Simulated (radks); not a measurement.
Task: Mn V, 21 electrons, occupied as [Ar] 3d3. Method: Dirac Kohn-Sham, PBE, spin-unpolarised, spherical densities, point nucleus; open shells fill j = l - 1/2 first; computed with a radial shooting solver on a logarithmic mesh with Libxc functionals. Some entries of the table are withheld. Estimate them.

| orbital | occ. | eigenvalue (hartree) | r(max) (bohr) | <1/r> (bohr^-1) |
|---|---|---|---|---|
| 1s1/2 | 2 | -238.4009 | 0.03987 | (1) |
| 2s1/2 | 2 | -29.53966 | (2) | 5.324 |
| 2p1/2 | 2 | (3) | 0.1868 | 5.265 |
| 2p3/2 | 4 | (4) | 0.1892 | 5.179 |
| 3s1/2 | 2 | -5.23480 | 0.7302 | 1.700 |
| 3p1/2 | 2 | -4.09771 | (5) | 1.587 |
| 3p3/2 | 4 | -4.04769 | (6) | 1.568 |
| 3d3/2 | 3 | -2.23376 | 0.7176 | 1.311 |
| 3d5/2 | 0 | -2.22789 | 0.7195 | 1.307 |

Result: 
(1) 1s1/2 <1/r> (bohr^-1): 24.93
(2) 2s1/2 r(max) (bohr): 0.2326
(3) 2p1/2 eigenvalue (hartree): -25.61240
(4) 2p3/2 eigenvalue (hartree): -25.22932
(5) 3p1/2 r(max) (bohr): 0.7378
(6) 3p3/2 r(max) (bohr): 0.7443
